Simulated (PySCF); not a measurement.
**Which determinant of AsF lies lowest?**

Unrestricted PBE0; PySCF, no relativity, basis sets As def2-SVP, F def2-SVP. Outer shells of the fragments: As 3d10 4s2 4p3; F 2s2 2p5.

Followed along the bond (rough minima from three points):

```
2Ms+1    unpaired  ⟨S²⟩ at the start  R at minimum (Å)  Te (eV)
    3        π ↑↑               2.00              1.75     0.00
    1        π ↑↓               1.01              1.75     0.35
    1        none               0.00              1.75     1.43
    5  σ ↑↑, π ↑↑               6.00  none in the scan   ≤ 6.05
```

Solutions found at the starting distance of 1.790 Å, counted from the lowest of them; the search is not exhaustive and high or unbound solutions are not listed, so other states can lie among these:

```
2Ms+1    unpaired   term  E (eV)  ⟨S²⟩  ⟨Lz²⟩  μ (D)
    3        π ↑↑    ³Σ⁻    0.00  2.00   0.00  -1.95
    1        π ↑↓  mixed    0.35  1.01   2.02  -1.93
    1        none  mixed    1.44  0.00   2.00  -1.83
    3    σ ↑, π ↑     ³Π    3.55  2.01   1.01  -1.63
    1    σ ↓, π ↑  mixed    3.93  1.01   1.01  -1.61
    3    σ ↑, π ↑     ³Π    6.22  2.01   1.00  -0.71
    1    σ ↓, π ↑  mixed    6.74  1.02   1.00  -0.21
    5  σ ↑↑, π ↑↑    ⁵Σ⁻    6.84  6.00   0.00  -0.60
    3        π ↑↑  mixed    7.29  2.01   2.01   2.42
    5  σ ↑, π ↑↑↑     ⁵Π    8.00  6.00   1.00   2.61
```

A term symbol is given only where ⟨S²⟩ and ⟨Lz²⟩ are close to those of a pure state; real π, δ and φ orbitals otherwise mix terms. A positive dipole means As(−)F(+).

Spin–orbit coupling is left out. Counting both spins, an empty level lies below a filled one in some of these solutions, because spin and occupation are held.
